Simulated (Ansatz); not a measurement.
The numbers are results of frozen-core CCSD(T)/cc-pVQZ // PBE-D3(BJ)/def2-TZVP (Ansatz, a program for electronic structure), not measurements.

Ansatz 0.2 input:
```yaml
crystal:
  periodic: [false, false, false]
  atoms:
    - { symbol: N, position_ang: [1.203864, 0.206058, -0.267898] }
    - { symbol: C, position_ang: [0.006679, 0.146963, 0.00277] }
    - { symbol: N, position_ang: [-1.180676, 0.304289, 0.277454] }
    - { symbol: H, position_ang: [1.857466, -0.417688, 0.20297] }
    - { symbol: H, position_ang: [-1.887331, -0.239621, -0.215296] }
basis:
  gaussian: { orbitals: cc-pVQZ }
correlation:
  method: ccsd_t
```

Output:

```
Functional definition: HF
1340 factors; integrals over basis functions are off by at most 7.0e-4 eV
mean field evaluation 1: about -4024.0629 eV, gradient 3.4e1 eV
mean field evaluation 2: about -4024.0640 eV, gradient 3.4e1 eV
mean field evaluation 4: about -4026.3197 eV, gradient 3.1e0 eV
mean field evaluation 8: about -4026.3684 eV, gradient 1.9e-1 eV
mean field evaluation 16: about -4026.3569 eV, gradient 1.2e0 eV
mean field -4026.36886491 eV, -147.9663266147 hartree, gradient 1.8e-6 eV, S^2 0.000000; 0 other end points of the search recorded, 0 dependent functions left out
3 core orbitals not correlated
reference -4026.36886491 eV, -147.9663266147 hartree; 8, 8 occupied and 214, 214 virtual orbitals, 1340 factors
second order -16.11193516 eV of doubles, -0.00000000 eV of singles
cycle   1  -15.51842451 eV  change    5.9e-1 eV  update   1.1e-1
cycle   2  -15.97560834 eV  change   -4.6e-1 eV  update   3.7e-2
cycle   3  -16.08787054 eV  change   -1.1e-1 eV  update   1.7e-2
cycle   4  -16.07121703 eV  change    1.7e-2 eV  update   4.0e-3
cycle   5  -16.07137547 eV  change   -1.6e-4 eV  update   1.7e-3
cycle   6  -16.07145523 eV  change   -8.0e-5 eV  update   4.6e-4
cycle   7  -16.07109896 eV  change    3.6e-4 eV  update   2.5e-4
cycle   8  -16.07111443 eV  change   -1.5e-5 eV  update   9.5e-5
cycle   9  -16.07113400 eV  change   -2.0e-5 eV  update   3.4e-5
cycle  10  -16.07111808 eV  change    1.6e-5 eV  update   1.1e-5
perturbative correction -0.86062120 eV, -0.0316272458 hartree
Total energy: -4043.30060419 eV, -148.5885565565 hartree
```

Cost: around 110 core-seconds (rough).
